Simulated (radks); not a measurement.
Results of a calculation; reference values are marked as such.
Question: All-electron atom: the palladium ion Pd16+ in [Ar] 3d10 4s2. Code: a radial shooting solver on a logarithmic mesh with Libxc functionals. Model: Dirac Kohn-Sham, PBEsol, spin-unpolarised, spherical densities, finite nucleus; Fermi nuclear charge, rms radius 4.5318 fm. Some entries of the table are withheld. Estimate them.

orbital,occ.,eigenvalue (eV),r(max) (bohr),<1/r> (bohr^-1)
1s1/2,2,-24548.39,0.02066,48.22
2s1/2,2,-3926.064,0.1169,11.09
2p1/2,2,-3673.091,0.09046,11.08
2p3/2,4,-3513.446,0.09462,10.44
3s1/2,2,-1019.999,0.3404,3.902
3p1/2,2,-920.0519,(1),(2)
3p3/2,4,-891.5199,(3),(4)
3d3/2,4,-715.2376,0.2773,3.503
3d5/2,6,-709.4474,0.2801,3.463
4s1/2,2,(5),0.7900,1.717

Answer: 
(1) 3p1/2 r(max) (bohr): 0.3265
(2) 3p1/2 <1/r> (bohr^-1): 3.813
(3) 3p3/2 r(max) (bohr): 0.3361
(4) 3p3/2 <1/r> (bohr^-1): 3.659
(5) 4s1/2 eigenvalue (eV): -418.7291
